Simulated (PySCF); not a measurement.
First SCF of a structure search on quartet Co(OH)2, at a hand-made bent (heavy-atom frame) geometry. PySCF input:

```python
from pyscf import gto, scf, dft
mol = gto.M(atom='''
Co     0.000000     0.000000     0.000000
O      1.425300     0.000000     0.998000
O     -1.425300     0.000000     0.998000
H      1.930800    -0.735400     1.352000
H     -1.930800     0.735400     1.352000''',
    basis={'Co': 'def2-TZVP', 'O': 'def2-TZVP', 'H': 'def2-TZVP'},
    charge=0, spin=3)
mf = dft.UKS(mol, xc='PBE0')
mf.grids.atom_grid = (50, 194)
aux = {'Co': 'def2-universal-JKFIT', 'O': 'def2-universal-JKFIT', 'H': 'def2-universal-JKFIT'}
mf = mf.density_fit(auxbasis=aux)
mf.conv_tol = 1e-08
mf.diis_space = 10
mf.max_cycle = 60
mf.init_guess = 'minao'
mf.verbose = 4
mf.kernel()
```

Excerpt of the output (cycles alone):

```
init E= -1533.13687251216
cycle= 1 E= -1515.31207865579  delta_E= 17.8  |g|= 5.53  |ddm|= 9.93
cycle= 2 E= -1450.45568353219  delta_E= 64.9  |g|= 14.6  |ddm|= 14.4
cycle= 3 E= -1504.59281874047  delta_E= -54.1  |g|= 10.6  |ddm|= 7.02
cycle= 4 E= -1513.05363130987  delta_E= -8.46  |g|= 9.07  |ddm|= 1.92
cycle= 5 E= -1520.53851119899  delta_E= -7.48  |g|= 7.42  |ddm|= 2.19
cycle= 6 E= -1521.97139342727  delta_E= -1.43  |g|= 6.81  |ddm|= 0.75
cycle= 7 E= -1527.00591986298  delta_E= -5.03  |g|= 5.44  |ddm|= 3.11
cycle= 8 E= -1528.85677408922  delta_E= -1.85  |g|= 4.46  |ddm|= 0.495
cycle= 9 E= -1531.63459296364  delta_E= -2.78  |g|= 3.12  |ddm|= 1.02
cycle= 10 E= -1532.70362888051  delta_E= -1.07  |g|= 2.29  |ddm|= 0.413
cycle= 11 E= -1532.82451552327  delta_E= -0.121  |g|= 2.15  |ddm|= 0.342
cycle= 12 E= -1530.62456743882  delta_E=  2.2  |g|= 3.53  |ddm|= 2.75
cycle= 13 E= -1533.97075942223  delta_E= -3.35  |g|= 0.476  |ddm|= 2.46
... 13 lines left out ...
cycle= 27 E= -1534.09997832075  delta_E= -0.00012  |g|= 0.00132  |ddm|= 0.0572
cycle= 28 E= -1534.10004786707  delta_E= -6.95e-05  |g|= 0.00215  |ddm|= 0.0656
cycle= 29 E= -1534.10004365828  delta_E= 4.21e-06  |g|= 0.0013  |ddm|= 0.0105
cycle= 30 E= -1534.10005956212  delta_E= -1.59e-05  |g|= 0.00156  |ddm|= 0.0405
cycle= 31 E= -1534.10006064978  delta_E= -1.09e-06  |g|= 0.000888  |ddm|= 0.00243
cycle= 32 E= -1534.10006111063  delta_E= -4.61e-07  |g|= 0.000361  |ddm|= 0.00216
cycle= 33 E= -1534.10006118878  delta_E= -7.81e-08  |g|= 0.000121  |ddm|= 0.00125
cycle= 34 E= -1534.10006119464  delta_E= -5.85e-09  |g|= 6.85e-05  |ddm|= 0.000425
Extra cycle  E= -1534.10006119376  delta_E= 8.8e-10  |g|= 0.000118  |ddm|= 8.44e-05
converged SCF energy = -1534.10006119376  <S^2> = 3.7632215  2S+1 = 4.0066053
```

This is not the lowest solution: another start and a stability analysis within the same unrestricted form found one 16.3 kJ/mol lower, at -1534.10628 Eh.

With open d or f shells other occupations or spin states may lie lower.

The search for the lowest solution, 3 starts and the stability check together, took 23 s on 4 threads of a shared Intel Xeon Platinum 8488C (Sapphire Rapids) host, with 119 basis functions; the process peaked at 0.74 GiB.
